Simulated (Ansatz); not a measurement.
C$_{3}$H$_{9}$F$_{2}$NSeZr (`C[Se][Zr]([F])([F])[N](C)C`). Total charge 0; spin multiplicity 1. Zr takes the def2 core potential. The structure was optimised at the PBE0-D4/def2-TZVP level. It is one conformer, not always the lowest.

```xyz
17

C     1.091   -0.799   -2.224
Se   -0.379    0.378   -2.788
Zr   -1.007    1.519   -0.549
F    -2.909    1.690   -0.478
F    -0.026    3.145   -0.329
N    -0.353    0.234    0.835
C     0.952    0.289    1.451
C    -1.174   -0.856    1.313
H     1.405   -1.353   -3.107
H     0.744   -1.489   -1.460
H     1.927   -0.210   -1.854
H     0.874    0.400    2.541
H     1.526    1.139    1.072
H     1.526   -0.624    1.248
H    -2.153   -0.853    0.825
H    -1.342   -0.785    2.396
H    -0.703   -1.826    1.108
```

Task: What is the dipole moment at PBE/def2-TZVPP? (Best estimate.)

Result: Ansatz gave: 4.01 D, with components (1.64, -2.43, 2.74) D in this frame, pointing from negative to positive charge.

Task: And with r2SCAN, B3LYP, ωB97M-V? (Best estimate.)

Result: Ansatz gave: r2SCAN 4.12 D, B3LYP 4.04 D, ωB97M-V 3.96 D.

Task: Give the Mulliken charges with PBE, r2SCAN, B3LYP in def2-TZVPP. (Estimate.)

Result: Computed: 
| atom | PBE | r2SCAN | B3LYP |
| --- | --- | --- | --- |
| C1 | -0.34 | -0.22 | -0.35 |
| Se2 | -0.20 | -0.23 | -0.21 |
| Zr3 | 0.93 | 1.07 | 1.10 |
| F4 | -0.35 | -0.39 | -0.40 |
| F5 | -0.35 | -0.39 | -0.40 |
| N6 | -0.30 | -0.39 | -0.38 |
| C7 | -0.18 | -0.05 | -0.18 |
| C8 | -0.16 | -0.03 | -0.16 |
| H9 | 0.14 | 0.11 | 0.14 |
| H10 | 0.13 | 0.09 | 0.13 |
| H11 | 0.13 | 0.10 | 0.13 |
| H12 | 0.10 | 0.06 | 0.10 |
| H13 | 0.10 | 0.06 | 0.10 |
| H14 | 0.09 | 0.05 | 0.10 |
| H15 | 0.10 | 0.06 | 0.10 |
| H16 | 0.09 | 0.06 | 0.10 |
| H17 | 0.09 | 0.05 | 0.09 |

B3LYP here is the variant with VWN-RPA as its local correlation; programs differ in this.
